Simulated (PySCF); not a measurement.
# Radial density of Te²⁺ (tellurium, charge +2)

UHF, [Kr] 4d10 5s1 5p3, high-spin 5S determinant (an excited configuration). Calculation: PySCF 2.14, in x2c-TZVPPall; scalar relativity by spin-free X2C-1e.

```csv
r (bohr),4πr²ρ (e/bohr),4πr²(ρα − ρβ)
0.0254,64.36,0.0245
0.0427,59.12,0.0584
0.0718,82.89,0.0898
0.121,72.91,-0.0278
0.203,66.71,0.1377
0.342,52.85,0.0199
0.575,23.39,0.4188
0.967,19.74,-0.0741
1.63,4.382,2.0731
2.74,1.422,1.3868
4.60,0.07454,0.0745
7.74,0.0002194,0.0002
```

Densities and radii are taken from the X2C orbitals without a picture-change correction, which distorts them close to the nucleus.

Where is the radial spin density 4πr²(ρα − ρβ) most negative, and why is it negative at all?

Around r = 0.967 bohr, down to -0.0741 e/bohr: exchange with the open shell polarises the paired shells in an unrestricted calculation.
